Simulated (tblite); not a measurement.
Compound: C3HF6P.
Structure used (GFN2-xTB), in Å, numbered top down from 1:
```
atom  x, y, z in Å
F1     3.487   -0.575    0.358
C2     2.175   -0.630    0.162
P3     1.212    0.685    0.551
C4    -0.405   -0.173   -0.001
F5    -0.354   -0.532   -1.306
F6    -0.622   -1.315    0.694
C7    -1.581    0.789    0.219
F8    -2.761    0.298   -0.129
F9    -1.635    1.130    1.510
F10   -1.373    1.909   -0.478
H11    1.864   -1.584   -0.252
```

Level: GFN2-xTB in tblite, geometry and Hessian alike; calculated harmonic values, unscaled, isolated species. Against measured fundamentals such values can be off by several per cent, at times by over 20. One conformer, not necessarily the lowest.

Harmonic wavenumbers (cm⁻¹): 25.4, 40.9, 85.6, 163.1, 169.1, 199.7, 263.1, 275.7, 310.0, 340.0, 395.7, 435.5, 490.5, 532.4, 567.4, 682.2, 691.0, 895.3, 970.4, 1043.5, 1078.5, 1093.1, 1122.4, 1174.5, 1205.1, 1310.5, 3012.0.

A = 2240, B = 693.7, C = 650.3 MHz; mass 181.972 u (most abundant isotopes); point group Cs, symmetry number 1.

**Question.** What is the zero-point energy?

**Answer.** Half the sum of the wavenumbers: 9286 cm⁻¹ = 111.09 kJ/mol.

**Question.** Entropy at 200 K, 1 bar (ideal gas, RRHO, classical rotation)?

**Answer.** Translation 165.46, rotation 121.14, vibration 95.23: S = 381.8 J/(mol K).

**Question.** And Cp and H(200 K) − H(0)?

**Answer.** Cp = 124.40 J/(mol K), of which vibrations give 91.14 (their classical limit is 27 R = 224.5); H(200 K) − H(0) = 16.33 kJ/mol without the zero-point energy, 9.68 from vibrations.

**Question.** What must be added to the electronic energy to get the Gibbs energy at 200 K and 1 bar?

**Answer.** ZPE + [H(200 K) − H(0)] − T·S = 111.09 + 16.33 − 76.36 = 51.06 kJ/mol.

**Question.** How do the functions run with temperature in this model?

**Answer.** 
```tsv
T (K)	S (J/(mol K))	Cp (J/(mol K))	H − H(0) (kJ/mol)	G − H(0) (kJ/mol)	ln q(vib)
50	262.7	58.5	2.30	-10.83	1.14
100	310.8	83.1	5.84	-25.24	2.66
298.15	437.4	154.8	30.09	-100.32	8.40
373.15	474.2	173.2	42.41	-134.53	10.40
500	528.3	196.2	65.94	-198.21	13.54
750	613.3	221.5	118.55	-341.41	18.99
1000	678.9	234.0	175.65	-503.25	23.62
```

q(vib) and H(0) count from the zero-point level.

**Question.** Blend soft modes into free rotors: weight 1/[1 + (100 cm⁻¹/ν̃)⁴] for the oscillator and the rest for a rotor with moment μB/(μ + B), μ = h/(8π²ν), B = 10⁻⁴⁴ kg m². What vibrational entropy results?

**Answer.** 83.81 J/(mol K) in place of 95.23, which changes −T·S at 200 K by +2.28 kJ/mol.

Hindered rotation and anharmonicity are outside this model. Other conformers, if any are populated, would add a mixing term that is left out.

Hardware: one thread of an Arm Neoverse V2, shared host. Cost: 0.27 s wall. The figure is for the frequency step alone.
